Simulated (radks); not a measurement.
Q: The indium ion In4+, configuration [Kr] 4d9. Calculated with a radial shooting solver on a logarithmic mesh with Libxc functionals: Dirac Kohn-Sham, LDA (Slater exchange, Perdew-Wang correlation), spin-unpolarised, spherical densities, point nucleus; open shells fill j = l - 1/2 first.

Spin-orbit splittings of the eigenvalues, e(l+1/2) - e(l-1/2), with zeta = 2 splitting/(2l+1) and mean radii in bohr:

shell  occ.  splitting (eV)  zeta (eV)  <r> j=l-1/2  <r> j=l+1/2
2p        6           210.6      140.4       0.1085       0.1138
3p        6           38.05      25.36       0.3397       0.3509
3d       10           7.805      3.122       0.3224       0.3260
4p        6           6.857      4.571       0.8923       0.9215
4d        9               ?          ?        1.103        1.115

Estimate the 4d splitting.

A: 0.9574 eV (zeta = 0.3830 eV).
